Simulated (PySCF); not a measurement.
Cu(NH3)2 (CuH₆N₂), SMILES [NH3]->[Cu+]<-[NH3], charge +1, multiplicity 1. Atoms are numbered in the order given.

```xyz
9

Cu     0.0000     0.0000     0.0000
N      0.0000     0.0000     1.9385
H     -0.9071     0.2696     2.3343
H      0.6870     0.6508     2.3343
H      0.2201    -0.9204     2.3343
N      0.0000     0.0000    -1.9385
H     -0.9071    -0.2696    -2.3343
H      0.6870    -0.6508    -2.3343
H      0.2201     0.9204    -2.3343
```
Charge +1, spin multiplicity 1.

Coordinates come from a B3LYP-D3(BJ)/def2-SVP optimisation. The spin state was assumed, not searched.

Computed with r2SCAN/def2-TZVPD (PySCF).

Symmetry labels are those of the subgroup C2 that the program uses (full group D3).

Computed valence orbital energies around the gap with their symmetry:
```
orbital  symmetry  energy (eV)
-------  --------  -----------
HOMO−7          A       -17.81
HOMO−6          A       -15.46
HOMO−5          B       -14.10
HOMO−4          B       -10.79
HOMO−3          A       -10.79
HOMO−2          B       -10.76
HOMO−1          A       -10.76
HOMO            A       -10.33
LUMO            A        -5.34
LUMO+1          A        -4.08
LUMO+2          B        -4.08
LUMO+3          B        -3.83
```
